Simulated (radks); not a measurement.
Question: Valence configurations of the molybdenum ion Mo+ (all share [Kr]). Calculated with a radial shooting solver on a logarithmic mesh with Libxc functionals: non-relativistic Kohn-Sham, r2SCAN, spin-polarised, spherical densities, point nucleus; open shells are filled with parallel spins first (spin-orbit coupling, left out, can overturn this in heavy ions); meta-GGA in the generalised Kohn-Sham scheme; relativity is left out, which matters for an element this heavy. Order these by energy: 4d5; 4d4.5 5p0.5; 4d4.5 5s0.5; 4d4 5s1; 4d3 5s2; 4d3 5s1 5p1; 4d3 5p2; 4d3.5 5s1 5p0.5; 4d4 5p1.

Answer: From the lowest, in eV above it: 4d5 0.000; 4d4.5 5s0.5 1.202; 4d4 5s1 2.602; 4d4.5 5p0.5 3.267; 4d3.5 5s1 5p0.5 6.594; 4d4 5p1 6.980; 4d3 5s2 8.621; 4d3 5s1 5p1 11.057; 4d3 5p2 15.812. NIST lists [Kr] 4d5 as the ground configuration; this level of theory agrees among the configurations tried. The energies are those of spherical high-spin densities, not of single terms. Relativity is left out, which favours d and f over s occupation in heavy atoms.
